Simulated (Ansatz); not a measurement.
Geometry optimisation, Ansatz 0.2.0, RKS revPBE-D4/6-31G*.

Input:

```yaml
crystal:
  periodic: [false, false, false]
  atoms:
    - { symbol: B, position_ang: [0.0, 0.0, 0.0] }
    - { symbol: O, position_ang: [0.0, 0.0, 1.76] }
    - { symbol: H, position_ang: [-0.9095, -0.2814, 2.0971] }
    - { symbol: H, position_ang: [1.0305, 0.0, -0.595] }
    - { symbol: H, position_ang: [-1.0305, 0.0, -0.595] }
    - { symbol: O, position_ang: [0.0766, 1.621, 0.5392] }
    - { symbol: C, position_ang: [0.5817, 2.0371, 1.7994] }
    - { symbol: H, position_ang: [0.8819, 1.1469, 2.3906] }
    - { symbol: H, position_ang: [1.4635, 2.6937, 1.6467] }
    - { symbol: H, position_ang: [-0.2049, 2.5965, 2.3475] }
    - { symbol: H, position_ang: [0.0506, 1.0697, 1.5173] }
basis:
  gaussian: { orbitals: "6-31G*" }
hamiltonian:
  xc: revpbe
  dispersion: d4
relax:
  f_tol: 0.15
  max_steps: 25
  restrain:
    - { distance: [0, 5], at: 2.61, k: 30.0 }
    - { distance: [10, 1], at: 2.21, k: 30.0 }
    - { distance: [0, 1], at: 1.41, k: 30.0 }
    - { distance: [10, 5], at: 1.01, k: 30.0 }
```

Run as:

```bash
$ ansatz run input.yaml --threads 1 --pin off --max-ram 2048MiB --backend cpu --events-out ev --progress --plain --runs-dir out
```

**Question.** Where does it end, and by what steps?

**Answer.** It converged. The restraints hold the end off the free minimum. After 17 steps the energy has fallen by 6.283 eV (the restraints' own energy left out); H3 moved furthest, 1.49 Å. The start is strongly strained (largest force component 10 eV/Å), so its close contacts needn't be bonds. Parted: B1–O6 (1.71 → 2.61 Å), O2–H11 (1.10 → 2.21 Å), C7–H11 (1.14 → 1.97 Å).

```
step  energy less start (eV)  largest force component (eV/Å)  accepted
   0                  0.0000                           9.985       yes
   1                 -1.5002                           5.075       yes
   2                 -1.9325                           4.709       yes
   3                 -2.5361                           4.057       yes
   4                 -3.8443                           3.099       yes
   5                 -5.0278                           2.902       yes
   6                 -5.7300                           1.923       yes
   7                 -6.0427                           0.973       yes
   8                 -6.1261                           0.627       yes
   9                 -6.1576                           0.597       yes
  10                 -6.1751                           0.900       yes
  11                 -6.2308                           0.562       yes
  12                 -6.2563                           0.614       yes
  13                 -6.2325                           0.843        no
  14                 -6.2736                           0.535       yes
  15                 -6.2773                           0.585       yes
  16                 -6.2769                           0.492        no
  17                 -6.2830                           0.540       yes
```

```xyz
11
Properties=species:S:1:pos:R:3
B 0.053 -0.368 0.206
O -0.684 -0.885 1.277
H -1.616 -1.015 1.008
H 1.239 -0.261 0.394
H -0.473 -0.190 -0.869
O -0.353 1.977 1.267
C 0.865 2.482 1.840
H 1.603 1.678 2.037
H 1.296 3.178 1.100
H 0.676 3.039 2.781
H -0.666 1.249 1.867
```

Run time: 43 s on 1 thread of Arm Neoverse V1, on a shared host, peak memory 0.13 GiB.
